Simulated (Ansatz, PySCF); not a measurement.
Species: MgH, net charge 0, doublet state. 
Geometry from a B3LYP-D3(BJ)/def2-TZVP (Ansatz, an electronic-structure program) optimisation:
```xyz
2

Mg     0.0000     0.0000    -0.1341
H      0.0000     0.0000     1.6090
```
Charge 0, spin multiplicity 2.

Total electronic energies in hartree. Correlated levels leave the core frozen unless marked. UHF or UKS for open shells. Spin-orbit coupling is left out. No relativistic terms. CBS(X,Y): correlation extrapolated as X^-3; Hartree-Fock from the larger set.

```json
[
 {"level": "HF/def2-TZVPD", "program": "PySCF", "energy (Eh)": "-200.14913"},
 {"level": "HF/def2-TZVPP", "program": "Ansatz", "energy (Eh)": "-200.14923"},
 {"level": "PBE/def2-TZVPD", "program": "Ansatz", "energy (Eh)": "-200.49370"},
 {"level": "r2SCAN0/def2-TZVPD", "program": "Ansatz", "energy (Eh)": "-200.58763"},
 {"level": "wB97M-V/def2-TZVPD", "program": "Ansatz", "energy (Eh)": "-200.60006"},
 {"level": "MP2/CBS(def2-TZVPP,def2-QZVPP)", "program": "Ansatz", "energy (Eh)": "-200.1917"},
 {"level": "CCSD/def2-SVPD", "program": "Ansatz", "energy (Eh)": "-200.11288"},
 {"level": "CCSD/def2-QZVPPD", "program": "Ansatz", "energy (Eh)": "-200.19964"},
 {"level": "CCSD(T)/CBS(def2-TZVPPD,def2-QZVPPD)", "program": "Ansatz", "energy (Eh)": "-200.2012"}
]
```

Totals of different functionals don't rank their quality; only differences between species are comparable.
